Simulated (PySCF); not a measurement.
Stepwise substitution at one centre (In SH-H). Isolated molecules, 0 K electronic values unless said otherwise. One relaxed conformer stands for each flexible species; it need not be the lowest. Strings in code marks are SMILES.

All values below come from CAM-B3LYP-D3(BJ)/def2-TZVP (PySCF). Delta-SCF ions had no search for a lower state. Excitations are Tamm–Dancoff values on a coarser integration grid. The basis has no diffuse functions, so Rydberg states are missing or too high.

```json
[
 {"species": "0 of 3 SH replaced by H (`[SH][In]([SH])[SH]`)", "HOMO (eV)": "-8.91", "S1 excitation (TDA) (eV)": "4.81", "vertical ionisation energy (Delta-SCF) (eV)": "___", "S1–T1 gap (TDA) (eV)": "0.36", "S1 oscillator strength": "0.000"},
 {"species": "1 of 3 SH replaced by H (`[SH][InH][SH]` (H–S–In–S torsion 180°, S–In–S–H torsion 0°))", "HOMO (eV)": "-8.68", "S1 excitation (TDA) (eV)": "___", "vertical ionisation energy (Delta-SCF) (eV)": "9.54", "S1–T1 gap (TDA) (eV)": "0.55", "S1 oscillator strength": "___"},
 {"species": "2 of 3 SH replaced by H (`[SH][InH2]`)", "HOMO (eV)": "-8.71", "S1 excitation (TDA) (eV)": "5.11", "vertical ionisation energy (Delta-SCF) (eV)": "9.65", "S1–T1 gap (TDA) (eV)": "___", "S1 oscillator strength": "0.041"},
 {"species": "3 of 3 SH replaced by H", "HOMO (eV)": "-9.55", "S1 excitation (TDA) (eV)": "–", "vertical ionisation energy (Delta-SCF) (eV)": "10.71", "S1–T1 gap (TDA) (eV)": "–", "S1 oscillator strength": "–"}
]
```

Problem. Complete the blanks.

Solution. 
- 0 of 3 SH replaced by H (`[SH][In]([SH])[SH]`), vertical ionisation energy (Delta-SCF) (eV): 9.71
- 1 of 3 SH replaced by H (`[SH][InH][SH]` (H–S–In–S torsion 180°, S–In–S–H torsion 0°)), S1 excitation (TDA) (eV): 5.21
- 1 of 3 SH replaced by H (`[SH][InH][SH]` (H–S–In–S torsion 180°, S–In–S–H torsion 0°)), S1 oscillator strength: 0.000
- 2 of 3 SH replaced by H (`[SH][InH2]`), S1–T1 gap (TDA) (eV): 0.75
